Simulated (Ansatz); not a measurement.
Geometry optimisation, RKS PBE0/def2-SVP in Ansatz.

Input:

```yaml
crystal:
  periodic: [false, false, false]
  atoms:
    - { symbol: Al, position_ang: [0.0, 0.0, 0.0] }
    - { symbol: O, position_ang: [0.0, 0.0, 1.78] }
    - { symbol: Si, position_ang: [-1.3147, -0.4067, 2.7436] }
    - { symbol: H, position_ang: [-2.239, -1.2403, 1.9804] }
    - { symbol: H, position_ang: [-0.8506, -1.1432, 3.9157] }
    - { symbol: H, position_ang: [-1.9987, 0.8095, 3.1733] }
    - { symbol: "N", position_ang: [1.6627, 0.0, -0.96] }
    - { symbol: H, position_ang: [2.1293, -0.9179, -1.2118] }
    - { symbol: H, position_ang: [2.1141, 0.9179, -1.2382] }
    - { symbol: "N", position_ang: [-1.6627, 0.0, -0.96] }
    - { symbol: H, position_ang: [-2.3316, -0.8164, -0.8614] }
    - { symbol: H, position_ang: [-1.9118, 0.8164, -1.5886] }
basis:
  gaussian: { orbitals: def2-SVP }
hamiltonian:
  xc: pbe0
relax:
  f_tol: 0.02
  max_steps: 40
output:
  orbitals: {}
```

Command:

```bash
$ ansatz run input.yaml --threads 2 --pin off --max-ram 3072MiB --backend cpu --events-out ev --progress --plain --runs-dir out
```

Task: Where does it end, and by what steps?

Result: The run converged. The force dipped under the threshold on the way, but the program's further checks kept it going. After 20 steps the energy has fallen by 1.495 eV; H9 moved furthest, 1.44 Å.

```tsv
step	energy less start (eV)	largest force component (eV/Å)	accepted
0	0.0000	2.075	yes
1	-0.7617	1.049	yes
2	-1.0483	0.614	yes
3	-1.1548	0.638	yes
4	-1.2346	0.384	yes
5	-1.3039	0.344	yes
6	-1.3708	0.336	yes
7	-1.4279	0.215	yes
8	-1.4636	0.169	yes
9	-1.4734	0.279	yes
10	-1.4885	0.102	yes
11	-1.4874	0.321	no
12	-1.4894	0.271	yes
13	-1.4928	0.017	yes
14	-1.4928	0.182	no
15	-1.4938	0.048	yes
16	-1.4923	0.134	no
17	-1.4943	0.048	yes
18	-1.4944	0.055	yes
19	-1.4947	0.067	yes
20	-1.4951	0.017	yes
```

```xyz
12
Properties=species:S:1:pos:R:3
Al -0.273 -0.084 -0.260
O -0.707 -0.239 1.379
Si -1.219 -0.390 2.926
H -2.505 -1.155 2.993
H -0.206 -1.118 3.754
H -1.448 0.953 3.546
N 1.430 0.139 -0.677
H 1.806 0.219 -1.614
H 2.178 0.194 0.002
N -1.539 -0.151 -1.493
H -2.523 -0.279 -1.291
H -1.398 -0.070 -2.492
```

Whether the end is a true minimum wasn't checked by a vibrational analysis.

The run took 69 s on 2 threads of Arm Neoverse V1 (shared host), peak memory 0.26 GiB.
